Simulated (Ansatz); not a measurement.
`[F][Ge]([F])([Cl])[SeH]` + `C#C[Si](Cl)(Cl)Cl` → `Cl[Si](Cl)(Cl)[SeH]` + `C#[C][Ge]([F])([F])[Cl]` at 400 K and 1 bar (redistribution).

Program: Ansatz. Geometries: PBE0-D4/def2-TZVP. ΔE: electronic, gas phase. CCSD(T)/CBS adds triple-zeta CCSD(T) − MP2 to the extrapolated MP2 energy (def2 sets, frozen cores). For Ge, Se outer-core shells are correlated without core-valence functions, which leaves a few kJ/mol of doubt a bond. Scalar relativity is left out up to krypton. One conformer a species, not always the lowest.

| species | CCSD(T)/CBS energy (Eh) | H − E (kJ/mol) | S (J/(mol·K)) |
| --- | --- | --- | --- |
| `[F][Ge]([F])([Cl])[SeH]` | -5136.92697 | 71.2 | 409.7 |
| `C#C[Si](Cl)(Cl)Cl` | -1745.22500 | 100.0 | 396.6 |
| `Cl[Si](Cl)(Cl)[SeH]` | -4069.90520 | 70.4 | 411.4 |
| `C#[C][Ge]([F])([F])[Cl]` | -2812.23968 | 100.7 | 399.8 |

H − E and S are ideal-gas, rigid-rotor, harmonic terms from PBE0-D4/def2-TZVP, for one conformer and one mirror image of each species. 1 Eh = 2625.50 kJ/mol, R = 8.31446 J/(mol·K).

**Question.** By hand: ΔE, ΔH, ΔS and ΔG.

**Answer.** ΔE = (-4069.90520) + (-2812.23968) − (-5136.92697) − (-1745.22500) = 0.00709 Eh = 18.6 kJ/mol. Δ(H − E) = 70.4 + 100.7 − 71.2 − 100.0 = -0.1, so ΔH = 18.5 kJ/mol. ΔS = 411.4 + 399.8 − 409.7 − 396.6 = 4.9 J/(mol·K). ΔG = 18.5 − 400 × (4.9)/1000 = 16.5 kJ/mol.

**Question.** By hand: the equilibrium constant, and the temperature at which ΔG would vanish if ΔH and ΔS stayed fixed.

**Answer.** log₁₀ K = −ΔG/(RT ln 10) = -2.2. ΔG = 0 at ΔH/ΔS = 3776 K, far beyond where these terms or the molecules hold.

The number of gas molecules stays the same, so ΔS is small and ΔH decides. A doubt of 5 kJ/mol in ΔE shifts log₁₀ K by 0.7 here. Other conformers and mirror images would add mixing entropy, several J/(mol·K) or more a flexible species. These are equilibria of isolated gas molecules and say nothing of rates. Largest T1 diagnostic: 0.012 (customary marks: 0.02 for closed shells, 0.045 for open ones).
